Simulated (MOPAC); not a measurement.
Ligands exchanged one at a time, Ga NH2-SH. Gas-phase values, no solvent. One relaxed conformer stands for each flexible species; it need not be the lowest. Strings in code marks are SMILES.

Quantity: vertical ionisation energy (energy after one electron is removed minus that of the parent at the parent's geometry), in eV.

Case: `[SH][Ga]([SH])[SH]`. Geometry of `[SH][Ga]([SH])[SH]` (neutral, multiplicity 1, Å):

```xyz
7

S      2.3638     0.4308    -0.7599
Ga     0.2689     0.2045    -0.0965
S     -0.5409    -1.8245     0.2662
S     -0.9072     2.0585     0.1681
H      2.6003    -0.8923    -0.7536
H     -1.7576    -1.3916     0.6377
H     -2.0272     1.4146     0.5379
```

Problem. Estimate the vertical ionisation energy (energy after one electron is removed minus that of the parent at the parent's geometry) that minus the HOMO energy of AM1 // B3LYP-D3(BJ)/def2-TZVP (MOPAC) returns for this input.

Solution. 9.88 eV.
